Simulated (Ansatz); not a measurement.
```xyz
8

O     0.103   -0.684    1.364
Mo    0.050    0.035   -0.307
F    -1.443   -0.909   -0.780
F    -0.168    0.977   -1.857
F    -0.959    1.376    0.456
F     1.049   -1.294   -1.052
F     1.600    0.975   -0.064
H    -0.233   -0.476    2.241
```

Total charge 0; spin multiplicity 1. Mo takes the def2 core potential.

(1) List the PBE0/def2-TZVPP orbital energies in eV (Ansatz 0.2.0). (Best estimate.)

Results:

(1) The calculation gave: Occupied: -675.16, -674.93, -674.92, -674.84, -674.74, -525.22, -77.46, -50.00, -49.97, -49.95, -33.93, -33.87, -33.37, -32.91, -32.91, -29.66, -17.49, -16.19, -15.35, -15.32, -15.23, -14.96, -13.84, -13.28, -13.28, -13.10, -12.79, -12.74, -12.73, -12.38, -12.32, -12.10, -11.47, -11.46. Lowest empty: -4.95, -4.89, -4.74, -0.47, 0.02, 0.21, 1.16, 1.39.
